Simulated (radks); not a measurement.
The numbers below are computed, except where a source is named.
Successive ionisation energies (eV) of one element, from differences of total energies of ions in their ground configurations, starting at charge 0: 6.960, 15.501, 22.381, 33.557, 69.359, 99.855, 116.98, 134.60, 152.67, 175.74, 205.11, 225.55, 254.05, 303.09, 325.61, 340.84, 377.53, 415.57, 454.93, 495.57, 540.33, 583.67. Level of theory: Dirac Kohn-Sham, relativistic LDA (MacDonald-Vosko exchange, VWN5 correlation), spin-unpolarised, spherical densities, finite nucleus; open shells fill j = l - 1/2 first; Fermi nuclear charge, rms radius 5.347 fm (a radial shooting solver on a logarithmic mesh with Libxc functionals). Which element is it?

Answer. Hafnium (Z = 72). The first species listed is Hf in [Xe] 4f14 5d2 6s2, the last Hf21+ in [Kr] 4d10 4f5.
